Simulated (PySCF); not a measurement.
A structure optimised at B3LYP-D3(BJ)/def2-SVP, used in a PySCF frequency run:

```
N
C 1 1.4517
H 2 1.1022 1 109.74
H 2 1.1032 3 106.87 1 -120.17
H 2 1.1113 3 107.91 4 -115.46
C 1 1.4667 2 118.58 3 171.28
C 6 1.3482 1 99.16 2 -127.13
F 7 1.3293 6 131.09 1 -168.51
H 6 1.0953 7 136.05 8 5.50
B 1 1.4818 2 123.77 3 66.11
O 10 1.3396 1 132.71 2 -56.18
H 11 0.9672 10 113.76 1 -2.98
```
Charge 0, spin multiplicity 1.

Question: Write its SMILES and formula.

Answer: CN1C=C(F)B1O, C3H5BFNO

Question: What are its rotational constants (standard atomic weights)?

Answer: 4.0576, 2.2158, 1.4941 GHz
